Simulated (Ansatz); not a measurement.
# Abstraction of Br: SiH2(CH3)Br + GeH2(CH3) → SiH2(CH3) + GeH2(CH3)Br

Gas-phase species: SiH2(CH3)Br, singlet; GeH2(CH3), doublet; SiH2(CH3), doublet; GeH2(CH3)Br, singlet. A radical takes Br: the energy is the difference in strength between the Si–Br bond broken and the Ge–Br bond made.

Shapes, held fixed at every level: PBE0-D4/def2-TZVP. Programs: Ansatz 0.2.0. The zero-point and thermal change to 298 K, harmonic and unscaled (PBE0-D4/def2-TZVP), is -0.5 kJ/mol.

| level | kind | ΔH(298 K) (kJ/mol) | less CCSD(T)/def2-TZVPP | CPU time (sum over the molecules) |
| --- | --- | --- | --- | --- |
| HF/def2-SVP | Hartree–Fock | +29.5 | -3.4 | – |
| SPW92/def2-TZVPP | LDA | +34.3 | +1.4 | 10 s |
| r2SCAN-D4/def2-TZVPP | meta-GGA | +33.3 | +0.4 | 43 s |
| BHLYP-D4/def2-TZVPP | global hybrid | +35.9 | +3.0 | 24 s |
| r2SCAN0-D4/def2-TZVPP | global hybrid | +34.5 | +1.6 | 44 s |
| B2PLYP/def2-TZVPP | double hybrid | +35.4 | +2.5 | 37 s |
| CCSD(T)/def2-TZVPP | coupled cluster or CI | +32.9 | 0.0 | – |

The highest level, CCSD(T)/def2-TZVPP, gives ΔH(298 K) = +32.9 kJ/mol; the levels span +29.5 to +35.9. The column of differences is taken from that level and isn't an error. No measured value is set beside it here. Open shells run unrestricted. Relativity is left out for Br, Ge. Outer-core shells of Br, Ge are correlated, in sets that cover them unevenly. Times are processor times on shared x86 and Arm servers, and rough.
